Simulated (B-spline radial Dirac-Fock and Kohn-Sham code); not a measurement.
## K-line shifts caused by a second vacancy in Mn⁺

System: Mn⁺, 1s2 2s2 2p6 3s2 3p6 3d5 4s1.

Input file task.json (cfg lists n, l and occupation; rrms is the nuclear radius in fm):

```json
{"items": [{
  "Z": 25,
  "q": 1,
  "cfg": [[1, 0, 2], [2, 0, 2], [2, 1, 6], [3, 0, 2], [3, 1, 6], [3, 2, 5], [4, 0, 1]],
  "A": 55,
  "rrms": 3.7057,
  "do": ["binding", "quiet", "double"]
}]}
```

Command: `python xray_run.py task.json out`

Method: Dirac-Fock (average of configuration) total-energy differences with a finite nucleus, the Breit interaction including its frequency dependence, and self-energy and vacuum-polarisation corrections. Computed with a radial finite-basis atomic code. Each two-hole energy is an average over J within one jj subconfiguration, not an observable level; in light atoms, where LS coupling holds, the j-resolved values are not observed lines, and for a K spectator the Kα1 hypersatellite is nearly forbidden. The model has no electron correlation.

Lines without a spectator: Kα2 (K-L2) 5886.6 eV, Kα1 (K-L3) 5896.8 eV, Kβ3 (K-M2) 6486.6 eV, Kβ1 (K-M3) 6487.8 eV. Shifts in eV with one spectator hole (a dash: not computed, or left out as unreliable):

```
spectator hole     Kα2     Kα1    Kβ3    Kβ1
    L2 (2p1/2)  +23.55  +28.86      –  +66.2
    L3 (2p3/2)  +27.06  +25.86  +64.2      –
    M2 (3p1/2)       –   +1.93  +4.59  +6.05
    M3 (3p3/2)   +1.77       –  +5.75  +5.35
```

Q: Where does the K-L3 hypersatellite lie, emitted when both K electrons are missing?

A: +262.9 eV from the normal line, at 6159.7 eV. Removing both K electrons costs 13469.4 eV, which is 349.9 eV more than twice the K binding energy. In light atoms the observed hypersatellite is the ¹S₀ → ¹P₁ component, which lies below this average, and the triplet component is nearly forbidden.

With n spectator holes in 2p, averaged over the 2p shell (energies in eV):

| n | KαLⁿ | step | hypersatellite KαʰLⁿ |
| --- | --- | --- | --- |
| 0 | 5893.4 | – | 6155.7 |
| 1 | 5920.2 | +26.8 | 6183.8 |
| 2 | 5948.1 | +27.9 | 6212.9 |
| 3 | 5977.1 | +29.0 | 6243.1 |
| 4 | 6007.3 | +30.1 | 6274.5 |
| 5 | 6038.6 | +31.3 | 6307.1 |
